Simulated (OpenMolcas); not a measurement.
# O5+: effect of the IPEA shift

```
Program             : OpenMolcas
Basis               : ANO-RCC-VDZP [3s2p1d]
Scalar Hamiltonian  : DKH2, point nucleus
Active space        : 1 electron in 4 orbitals (2s 2p)
State averaging     : 2S+1 = 2 even, 1 root; 2S+1 = 2 odd, 3 roots
Spin-orbit coupling : RASSI with atomic mean-field integrals over the reference wave functions, term energies averaged over their components
```

Methods on the same reference wave functions:
A. CASSCF
B. SS-CASPT2, IPEA 0 Eh, imaginary shift 0.1 Eh (closed shells correlated: 1s)
C. SS-CASPT2, IPEA 0.25 Eh, imaginary shift 0.1 Eh (closed shells correlated: 1s)

Energies in eV above 2s ²S_1/2, the measured ground level; measured values from Moore, Selected Tables of Atomic Spectra, NSRDS-NBS 3, section 8.

| Level | A | B | C | Measured |
| --- | --- | --- | --- | --- |
| 2s ²S_1/2 | 0.0000 | 0.0000 | 0.0000 | 0.0000 |
| 2p ²P°_1/2 | 14.9397 | 14.930 | 14.930 | 11.9490 |
| 2p ²P°_3/2 | 14.9828 | 14.973 | 14.973 | 12.0150 |

Deviations, from unrounded energies. A percentage is the sum of absolute deviations over the sum of measured energies, with the sign that they share, or ± where signs differ.

| Against measurement | Levels | A | B | C |
| --- | --- | --- | --- | --- |
| mean absolute deviation (cm-1) | 2 | 24000 | 24000 | 24000 |
| other configurations (%) | 2 | +24.9 | +24.8 | +24.8 |

A, B, C lie about equally close to measurement. The largest miss of B in the table is 2p ²P°_1/2, by +24000 cm-1. The ranking rests on the paired levels alone, and a cruder setting can come out closer through cancelling errors.

Between B and C no level of the table moves by more than 5 cm-1.

The lowest spin-free term lies below A's lowest term by 0.001 hartree in B, 0.001 hartree in C.

The basis is small and was not contracted for so high a charge. With one active electron the reference holds no correlation, so core polarisation is missing (holds for A). With one active electron, CASPT2 adds the correlation within the correlated inactive shells and between them and that electron, and leaves the splitting within a term as the reference gives it (holds for B; C). Computed and measured levels are paired by configuration, term and J; levels that our copy of the source lacks, or whose pairing is in doubt (as where it misses far off the trend of its configuration), stay unpaired and out of the deviations. Levels of configurations outside the active space are missing.

° marks odd parity.
